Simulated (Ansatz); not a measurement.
`CCOB(O)O` + `N=C=CO` → `CCN=C=CO` + `OB(O)O`  (substitution at a C–O bond)

Computed with Ansatz on PBE0-D4/def2-TZVP structures; ΔE is electronic, products minus reactants. CBS: MP2 limit from def2 TZ/QZ plus the TZ coupled-cluster correction, frozen cores. This one scheme is used for every species. Functionals use def2-TZVPP. Each species was taken in one conformer, which may not be the lowest.

Problem. Is it downhill or uphill in electronic energy at CCSD(T)/CBS, and by how much? (Estimate.)

Solution. The calculation gave: Downhill: ΔE = -31.7 kJ/mol.

Problem. What do these levels give: B2PLYP, PBE, HF/def2-TZVPP, CCSD(T)/def2-TZVPP, HF/CBS(def2), MP2/CBS(def2)? (An estimate is asked.)

Solution. Computed: B2PLYP -31.2, PBE -31.6, HF/def2-TZVPP -24.9, CCSD(T)/def2-TZVPP -30.7, HF/CBS(def2) -24.8, MP2/CBS(def2) -39.6 kJ/mol.

Largest T1 diagnostic among the species: 0.014.

In def2-TZVPP, CCSD(T) changes the Hartree–Fock value by −5.8 kJ/mol (the triples alone add −1.2 kJ/mol) and MP2 by −13.6 kJ/mol.
